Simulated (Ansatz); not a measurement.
`[SiH3][Si]1([SiH3])BC1` + `CC=N` → `C/C=N\[SiH3]` + `[SiH3][SiH]1BC1`  (cleavage of the Si–Si bond)

Computed with Ansatz on PBE0-D4/def2-TZVP structures; ΔE is electronic, products minus reactants. CCSD(T)/CBS is the MP2 limit (def2-TZVPP, def2-QZVPP) plus CCSD(T) − MP2 in def2-TZVPP, frozen cores. Functionals use def2-TZVPP. B3LYP here is the variant with VWN-RPA as its local correlation; programs differ in this. Each species was taken in one conformer, which may not be the lowest.

| level | ΔE (kcal/mol) | difference from CCSD(T)/CBS |
| --- | --- | --- |
| PBE | -0.4 | 2.6 |
| PBE0 | -1.2 | 1.8 |
| B3LYP | -4.5 | -1.5 |
| HF/def2-TZVPP | -7.5 | -4.5 |
| MP2/def2-TZVPP | -4.1 | -1.1 |
| MP2/def2-QZVPP | -4.4 | -1.4 |
| SCS-MP2/def2-QZVPP | -5.1 | -2.1 |
| HF/CBS(def2) | -7.9 | -4.9 |
| MP2/CBS(def2) | -4.4 | -1.4 |
| CCSD/CBS(def2) | -3.7 | -0.7 |
| CCSD(T)/CBS | -3.0 | 0 |

Largest T1 diagnostic among the species: 0.015.

In def2-TZVPP, CCSD(T) changes the Hartree–Fock value by +4.8 kcal/mol (the triples alone add +0.7 kcal/mol) and MP2 by +3.4 kcal/mol. From PBE to PBE0 (25 % exact exchange), in def2-TZVPP and without D4, ΔE moves by −0.8 kcal/mol.
